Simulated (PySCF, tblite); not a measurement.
Species: C3H11B2N.
Atom-mapped SMILES: `[BH2:1][NH:2][BH:3][CH2:4][CH2:5][CH3:6]` (hydrogens: H7, H8 on B1; H9 on N2; H10 on B3; H11, H12 on C4; H13, H14 on C5; H15, H16, H17 on C6)

Computed with GFN2-xTB (tblite), gas phase: Langevin dynamics at 300 K from the optimised GFN2-xTB geometry, time step 0.5 fs, friction 0.01 fs⁻¹, 2000 steps. Over the second half of the run the saved frames average 334 K.

Frame at 250 fs, instantaneous temperature 326 K:
```
atom  x, y, z in Å
B1      2.570   -0.173    0.664
N2      1.237    0.147    0.335
B3      0.365   -0.591   -0.553
C4     -1.242   -0.766   -0.347
C5     -1.914    0.130    0.616
C6     -1.696    1.618    0.419
H7      3.146   -1.026    0.097
H8      3.027    0.398    1.569
H9      0.758    0.816    0.954
H10     0.884   -1.263   -1.385
H11    -1.407   -1.827   -0.088
H12    -1.589   -0.495   -1.336
H13    -2.978    0.051    0.615
H14    -1.581   -0.176    1.596
H15    -2.445    2.071   -0.226
H16    -1.754    2.118    1.363
H17    -0.680    1.781   -0.056
```

Frame at 425 fs, instantaneous temperature 194 K:
```
atom  x, y, z in Å
B1      2.417    0.426    0.425
N2      1.052    0.263    0.479
B3      0.169   -0.499   -0.374
C4     -1.365   -0.397   -0.052
C5     -1.837    0.195    1.235
C6     -1.607    1.781    1.295
H7      3.100    0.015   -0.391
H8      2.754    1.147    1.365
H9      0.531    0.675    1.227
H10     0.631   -1.075   -1.302
H11    -1.639   -1.438   -0.123
H12    -1.949    0.090   -0.859
H13    -2.867   -0.051    1.310
H14    -1.336   -0.208    2.145
H15    -1.442    2.078    2.284
H16    -0.787    2.183    0.744
H17    -2.567    2.167    0.990
```

Frame at 625 fs, instantaneous temperature 274 K:
```
atom  x, y, z in Å
B1      2.376    0.446    0.903
N2      0.999    0.391    0.892
B3      0.076   -0.341    0.090
C4     -1.453   -0.323    0.452
C5     -1.957    0.701    1.452
C6     -2.663    1.771    0.681
H7      2.839   -0.155    0.105
H8      3.125    1.100    1.568
H9      0.614    0.951    1.625
H10     0.449   -1.019   -0.746
H11    -1.615   -1.373    0.772
H12    -2.126   -0.253   -0.416
H13    -2.774    0.235    2.075
H14    -1.206    1.091    2.103
H15    -2.943    2.538    1.331
H16    -2.014    2.263   -0.012
H17    -3.568    1.379    0.216
```

Frame at 800 fs, instantaneous temperature 326 K:
```
atom  x, y, z in Å
B1      2.047    0.442    1.021
N2      0.690   -0.003    1.137
B3     -0.446    0.195    0.320
C4     -1.797   -0.495    0.729
C5     -2.438    0.441    1.789
C6     -2.481    1.848    1.239
H7      2.591    0.776    0.025
H8      2.635    0.404    1.998
H9      0.582   -0.591    1.929
H10    -0.309    0.713   -0.706
H11    -1.748   -1.485    1.268
H12    -2.478   -0.436   -0.121
H13    -3.452    0.170    2.061
H14    -1.877    0.318    2.675
H15    -2.859    2.629    1.938
H16    -1.468    2.132    1.019
H17    -3.141    1.817    0.398
```

Frame at 1000 fs, instantaneous temperature 350 K:
```
atom  x, y, z in Å
B1      1.808    0.849    1.555
N2      0.439    0.480    1.421
B3     -0.547    0.760    0.321
C4     -1.936   -0.006    0.319
C5     -2.781    0.530    1.453
C6     -2.895    2.023    1.583
H7      2.378    1.659    0.895
H8      2.439    0.322    2.363
H9      0.179   -0.204    2.120
H10    -0.132    1.416   -0.608
H11    -1.940   -1.057    0.454
H12    -2.404    0.117   -0.671
H13    -3.833    0.168    1.493
H14    -2.253    0.147    2.381
H15    -3.643    2.252    2.303
H16    -1.950    2.561    1.855
H17    -3.324    2.329    0.655
```

Question: What do single points at PBE0/pcSseg-1 (PySCF, gas phase) give on these frames?

Answer: 
```
t (fs)  GFN2-xTB E above start (eV)  DFT E above lowest frame (eV)  HOMO (eV)  LUMO (eV)  dipole (D)
   250                         0.50                           0.00      -8.14      -0.98        1.62
   425                         0.65                           0.18      -8.44      -0.97        1.79
   625                         0.59                           0.15      -8.53      -0.94        1.75
   800                         0.58                           0.23      -8.42      -1.13        1.36
  1000                         0.63                           0.11      -8.65      -1.14        1.79
```

The two levels order the frames alike by energy but for pairs within 0.08 eV at one level; measured from each level's lowest frame they differ by 0.15 eV at most. The HOMO–LUMO gap runs from 7.16 to 7.59 eV. These are instantaneous structures, not minima.

Question: And the isotropic GIAO shieldings (ppm) from the same runs?

Answer: 
| atom | 250 fs | 425 fs | 625 fs | 800 fs | 1000 fs | mean | range |
| --- | --- | --- | --- | --- | --- | --- | --- |
| B1 | 53.4 | 55.1 | 50.3 | 45.4 | 49.6 | 50.8 | 9.7 |
| N2 | 66.8 | 62.9 | 90.7 | 79.8 | 67.8 | 73.6 | 27.8 |
| B3 | 38.2 | 43.3 | 44.6 | 45.6 | 38.0 | 41.9 | 7.6 |
| C4 | 156.7 | 163.4 | 153.2 | 158.0 | 165.1 | 159.3 | 11.9 |
| C5 | 173.8 | 168.1 | 169.6 | 162.0 | 158.7 | 166.4 | 15.1 |
| C6 | 167.6 | 175.7 | 169.0 | 167.1 | 169.6 | 169.8 | 8.6 |
| H7 | 26.2 | 26.4 | 27.2 | 25.6 | 25.8 | 26.2 | 1.6 |
| H8 | 26.5 | 26.0 | 25.4 | 26.4 | 26.4 | 26.1 | 1.1 |
| H9 | 23.6 | 23.9 | 24.4 | 25.0 | 24.0 | 24.2 | 1.4 |
| H10 | 25.5 | 25.7 | 26.0 | 25.9 | 25.1 | 25.6 | 0.9 |
| H11 | 30.0 | 30.7 | 30.0 | 29.5 | 31.1 | 30.3 | 1.6 |
| H12 | 30.5 | 30.0 | 30.0 | 29.7 | 29.9 | 30.0 | 0.8 |
| H13 | 30.6 | 30.5 | 29.3 | 30.2 | 29.2 | 30.0 | 1.4 |
| H14 | 30.6 | 29.6 | 30.8 | 30.9 | 29.0 | 30.2 | 1.9 |
| H15 | 30.4 | 31.7 | 31.7 | 30.1 | 31.1 | 31.0 | 1.6 |
| H16 | 30.5 | 31.3 | 31.5 | 31.2 | 30.1 | 30.9 | 1.4 |

The cost below is that of the whole dynamics run. Hardware: one thread, Arm Neoverse V1 (aarch64), shared host with 32 logical CPUs at a one-minute load of 9.9. Cost: 9.5 s wall, 0.19 GiB resident at most.
